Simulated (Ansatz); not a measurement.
Consider the substitution at a C–S bond: `C[O][SnH2][S]C` + `C[SiH](O)[SiH3]` → `CO[SiH](C)[SiH3]` + `C[O][SnH2][SH]`.

Isolated molecules relaxed with PBE0-D4/def2-TZVP in Ansatz; ΔE leaves out vibrations. CCSD(T)/CBS is the MP2 limit (def2-TZVPP, def2-QZVPP) plus CCSD(T) − MP2 in def2-TZVPP, frozen cores. DFT in def2-TZVPP. B3LYP here is the variant with VWN-RPA as its local correlation; programs differ in this. def2 core potentials past Kr. For Sn outer-core shells are correlated without core-valence functions, which leaves a few kJ/mol of doubt a bond. One conformer a species, not always the lowest.

Problem. Is it downhill or uphill in electronic energy at CCSD(T)/CBS, and by how much? (Best estimate.)

Solution. The calculation gave: Uphill: ΔE = +40.8 kJ/mol.

Problem. What do these levels give: ωB97X-V, B2PLYP, B3LYP, MP2/def2-TZVPP, CCSD(T)/def2-TZVPP, MP2/def2-QZVPP? (Best estimate.)

Solution. Ansatz gave: ωB97X-V 34.0, B2PLYP 35.4, B3LYP 32.2, MP2/def2-TZVPP 42.5, CCSD(T)/def2-TZVPP 35.6, MP2/def2-QZVPP 45.4 kJ/mol.

Largest T1 diagnostic among the species: 0.013.

In def2-TZVPP, CCSD(T) changes the Hartree–Fock value by +11.1 kJ/mol (the triples alone add +1.8 kJ/mol) and MP2 by +18.1 kJ/mol.
